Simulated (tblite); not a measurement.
Compound: C4H3N2O (doublet state).
SMILES: `O=[C]c1ncc[nH]1`

Computed with GFN2-xTB (tblite): harmonic, unscaled wavenumbers at the GFN2-xTB geometry, gas phase. The method is semi-empirical: single wavenumbers can be off by several per cent or more. Open shells enter through the occupations alone, without spin polarisation, and single modes of such species can be off by tens of per cent.

Harmonic wavenumbers (cm⁻¹): 88.0, 141.5, 184.1, 312.8, 531.6, 571.5, 579.8, 590.8, 692.5, 837.2, 872.7, 920.6, 1067.5, 1100.3, 1123.4, 1241.7, 1281.5, 1335.9, 1381.0, 1455.2, 2195.2, 3167.8, 3186.2, 3501.5.

A = 9184, B = 1986, C = 1633 MHz; mass 95.025 u (most abundant isotopes); point group Cs, symmetry number 1; spin multiplicity 2.

Task: Zero-point energy?

Result: ½Σν̃ = 14180 cm⁻¹ = 40.54 kcal/mol.

Task: What is S at 500 K and 1 bar for an ideal gas of classical rigid rotors and harmonic oscillators?

Result: Translation 42.16, rotation 28.32, vibration 23.84, spin (R ln 2) 1.38: S = 95.7 cal/(mol K).

Task: And Cp and H(500 K) − H(0)?

Result: Cp = 33.34 cal/(mol K), of which vibrations give 25.39 (their classical limit is 24 R = 47.7); H(500 K) − H(0) = 10.41 kcal/mol without the zero-point energy, 6.44 from vibrations.

Task: Blend soft modes into free rotors: weight 1/[1 + (100 cm⁻¹/ν̃)⁴] for the oscillator and the rest for a rotor with moment μB/(μ + B), μ = h/(8π²ν), B = 10⁻⁴⁴ kg m². What vibrational entropy results?

Result: 22.88 cal/(mol K) in place of 23.84, which changes −T·S at 500 K by +0.48 kcal/mol.

Task: How do the functions run with temperature in this model?

Result: 
| T (K) | S (cal/(mol K)) | Cp (cal/(mol K)) | H − H(0) (kcal/mol) | G − H(0) (kcal/mol) | ln q(vib) |
| --- | --- | --- | --- | --- | --- |
| 50 | 54.4 | 10.0 | 0.43 | -2.29 | 0.11 |
| 100 | 62.3 | 12.9 | 1.01 | -5.22 | 0.56 |
| 298.15 | 81.0 | 23.7 | 4.59 | -19.56 | 2.92 |
| 373.15 | 86.8 | 27.7 | 6.52 | -25.85 | 3.87 |
| 750 | 110.7 | 40.5 | 19.73 | -63.30 | 8.69 |
| 1000 | 123.0 | 44.8 | 30.43 | -92.56 | 11.65 |

q(vib) and H(0) count from the zero-point level.

Task: Which modes carry the vibrational entropy at 500 K?

Result: 88.0 cm⁻¹: 4.72; 141.5 cm⁻¹: 3.79; 184.1 cm⁻¹: 3.27; 312.8 cm⁻¹: 2.26; 531.6 cm⁻¹: 1.33; 571.5 cm⁻¹: 1.21 cal/(mol K); the other 18 give 7.26 together.

Task: What must be added to the electronic energy to get the Gibbs energy at 500 K and 1 bar?

Result: ZPE + [H(500 K) − H(0)] − T·S = 40.54 + 10.41 − 47.85 = 3.10 kcal/mol.

Hindered rotation and anharmonicity are outside this model.

On an Arm Neoverse V2 with one thread, no GPU, on a shared host, this took 0.16 s of wall time. The figure is for the frequency step alone.
